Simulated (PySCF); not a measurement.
Molecule: `InChI=1S/C3H12SSi2/c1-2-3-6-4-5/h2-3,6H2,1,5H3`.

Geometry:
```csv
atom,x (Å),y (Å),z (Å)
C1,-3.273,0.290,0.019
C2,-1.902,0.690,-0.506
C3,-0.755,-0.025,0.208
Si4,0.949,0.460,-0.410
S5,2.385,-0.675,0.735
Si6,4.197,0.097,-0.121
H7,-3.370,0.522,1.092
H8,-4.079,0.818,-0.512
H9,-3.444,-0.792,-0.100
H10,-1.776,1.782,-0.405
H11,-1.849,0.483,-1.589
H12,-0.786,0.179,1.293
H13,-0.854,-1.120,0.102
H14,1.110,0.157,-1.867
H15,1.197,1.924,-0.222
H16,4.303,1.574,0.083
H17,5.318,-0.591,0.579
H18,4.265,-0.185,-1.586
```

Geometry PBE0-D3(BJ)/def2-SVP throughout; GIAO in PySCF 2.14, gas phase, one conformer, non-relativistic; equivalent atoms averaged; basis pcSseg-1.

For orientation, HF gives these shifts δ (against TMS at the same level): C1 19.6, C2 17.8, C3 14.4, Si6 -48.9, H16/H17/H18 4.27, H14/H15 4.20, H7/H8/H9 1.15, H10/H11 1.06, H12/H13 0.65 ppm.

A run gave: C1 20.8, C2 22.7, C3 19.8, Si6 -53.7, H16/H17/H18 4.69, H14/H15 4.74, H7/H8/H9 1.13, H10/H11 1.35, H12/H13 0.99 ppm (shifts δ (against TMS at the same level)).

Question: Which functional was used in that run?
A. wB97X-D
B. KT3
C. LDA
D. KT2

Answer: D. H14/H15 tells them apart best: KT2 gives 4.74, LDA gives 5.00, wB97X-D gives 4.56, KT3 gives 4.52 ppm.
